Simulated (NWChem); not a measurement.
System: BH$_{2}$OF; SMILES FBO

NWChem input:

```
start job
memory heap 200 mb stack 900 mb global 1100 mb
geometry units angstroms
  B     -0.432446    -0.028518     0.000000
  H     -1.651347    -0.036595     0.000000
  F      0.222991    -1.190131     0.000000
  O      0.313935     1.102755     0.000000
  H     -0.238952     1.903191     0.000000
end
basis spherical
  B library 6-31g*
  H library 6-31g*
  F library 6-31g*
  O library 6-31g*
end
dft
  xc hfexch
  iterations 150
end
driver
  maxiter 120
end
task dft optimize
task dft freq
```

Output (shortened):

```
             Northwest Computational Chemistry Package (NWChem) 7.3.0
             --------------------------------------------------------

 CS  symmetry detected

                             Geometry "geometry" -> ""
                             -------------------------

 Output coordinates in angstroms (scale by  1.889725989 to convert to a.u.)

  No.       Tag          Charge          X              Y              Z
 ---- ---------------- ---------- -------------- -------------- --------------
    1 B                    5.0000    -0.45162313    -0.02607108     0.00000000
    2 H                    1.0000    -1.67038616    -0.04611036     0.00000000
    3 F                    9.0000     0.21518273    -1.18119548     0.00000000
    4 O                    8.0000     0.28361926     1.11247265     0.00000000
    5 H                    1.0000    -0.27709684     1.90744389     0.00000000

 Effective nuclear repulsion energy (a.u.)      63.7317623914

      Symmetry information
      --------------------

 Group name             Cs
 Group number              2
 Group order               2
 No. of unique centers     5

                                Z-matrix (autoz)
                                --------

 Units are Angstrom for bonds and degrees for angles

      Type          Name      I     J     K     L     M      Value
      ----------- --------  ----- ----- ----- ----- ----- ----------
    1 Stretch                  1     2                       1.21893
    2 Stretch                  1     3                       1.33377
    3 Stretch                  1     4                       1.35531
    4 Stretch                  4     5                       0.97282
    5 Bend                     1     4     5               111.95024
    6 Bend                     2     1     3               119.05408
    7 Bend                     2     1     4               123.79533
    8 Bend                     3     1     4               117.15059
    9 Torsion                  2     1     4     5           0.00000
   10 Torsion                  3     1     4     5         180.00000

  xc_inp: hfexch multiplicative factor not found.

                           NWChem Geometry Optimization
                           ----------------------------

[...]

      ----------------------
      Optimization converged
      ----------------------

  Step       Energy      Delta E   Gmax     Grms     Xrms     Xmax
  ---- ---------------- -------- -------- -------- -------- --------
@    5    -200.25475523 -4.4D-08  0.00001  0.00001  0.00034  0.00077
                                     ok       ok       ok       ok

                                Z-matrix (autoz)
                                --------

 Units are Angstrom for bonds and degrees for angles

      Type          Name      I     J     K     L     M      Value     Gradient
      ----------- --------  ----- ----- ----- ----- ----- ---------- ----------
    1 Stretch                  1     2                       1.18816   -0.00001
    2 Stretch                  1     3                       1.31575   -0.00000
    3 Stretch                  1     4                       1.33963    0.00001
    4 Stretch                  4     5                       0.94601   -0.00000
    5 Bend                     1     4     5               113.99520    0.00000
    6 Bend                     2     1     3               118.99648    0.00001
    7 Bend                     2     1     4               123.08244   -0.00000
    8 Bend                     3     1     4               117.92108   -0.00001
    9 Torsion                  2     1     4     5           0.00000    0.00000
   10 Torsion                  3     1     4     5         180.00000    0.00000

                         Geometry "geometry" -> "geometry"
                         ---------------------------------

 Output coordinates in angstroms (scale by  1.889725989 to convert to a.u.)

[...]

 Rotational Constants
 --------------------
 A=   2.448295 cm-1  (  3.522472 K)
 B=   0.344453 cm-1  (  0.495580 K)
 C=   0.301969 cm-1  (  0.434456 K)

 Temperature                      =   298.15K
 frequency scaling parameter      =   1.0000

 Zero-Point correction to Energy  =   20.269 kcal/mol  (  0.032301 au)
 Thermal correction to Energy     =   22.328 kcal/mol  (  0.035582 au)
 Thermal correction to Enthalpy   =   22.920 kcal/mol  (  0.036526 au)

 Total Entropy                    =   60.130 cal/mol-K
   - Translational                =   37.515 cal/mol-K (mol. weight =  48.0183)
   - Rotational                   =   21.367 cal/mol-K (symmetry #  =        1)
   - Vibrational                  =    1.248 cal/mol-K

 Cv (constant volume heat capacity) =    9.246 cal/mol-K
   - Translational                  =    2.979 cal/mol-K
   - Rotational                     =    2.979 cal/mol-K
   - Vibrational                    =    3.287 cal/mol-K

[normal modes left out]

 ----------------------------------------------------------------------------
 Normal Eigenvalue ||           Projected Infra Red Intensities
  Mode   [cm**-1]  || [atomic units] [(debye/angs)**2] [(KM/mol)] [arbitrary]
 ------ ---------- || -------------- ----------------- ---------- -----------
    1       -0.000 ||    0.002834           0.065         2.762       0.295
    2       -0.000 ||    0.015760           0.364        15.364       1.641
    3       -0.000 ||    0.006875           0.159         6.702       0.716
    4       -0.000 ||    0.000173           0.004         0.169       0.018
    5        0.000 ||    0.002280           0.053         2.222       0.237
    6        0.000 ||    0.000250           0.006         0.244       0.026
    7      545.815 ||    0.007581           0.175         7.390       0.789
    8      598.322 ||    0.104085           2.401       101.467      10.838
    9     1024.523 ||    0.152493           3.518       148.658      15.878
   10     1033.340 ||    0.122324           2.822       119.248      12.737
   11     1202.175 ||    0.012241           0.282        11.933       1.275
   12     1304.046 ||    0.263377           6.076       256.753      27.424
   13     1558.657 ||    0.435496          10.047       424.543      45.346
   14     2786.309 ||    0.196107           4.524       191.175      20.420
   15     4131.883 ||    0.118699           2.738       115.714      12.360
 ----------------------------------------------------------------------------
```

Level: Hartree-Fock/6-31G* (spherical d).
